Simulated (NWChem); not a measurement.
# Total energies of HBN

SMILES: B=[N]
```xyz
3

B      0.0000     0.0000    -0.6134
N      0.0000     0.0000     0.6948
H      0.0000     0.0000    -1.7968
```
Charge 0, spin multiplicity 2.

All runs are NWChem calculations. Structure: optimised with UB3LYP/def2-SVP, a minimum by its harmonic frequencies.

Basis set: STO-3G (11 functions).

```tsv
method	total energy (Ha)
UHF	-78.59368
UMP2	-78.67166
UB2PLYP	-78.92868
UPBE	-78.93710
UB3LYP	-79.04660
UBLYP	-79.01378
```

Total energies of different functionals aren't comparable as a measure of quality: only differences taken within one method are. 

The correlated methods keep 2 core orbitals frozen. B3LYP has NWChem's definition, with VWN1-RPA local correlation. The structure started from a generated list of species. The unpaired electrons of the parent sit in orbitals of symmetry b2 (C2v labels of the run); other states weren't searched. The stability of the SCF solutions was not checked. Open-shell Hartree-Fock references start from PBE0 orbitals.
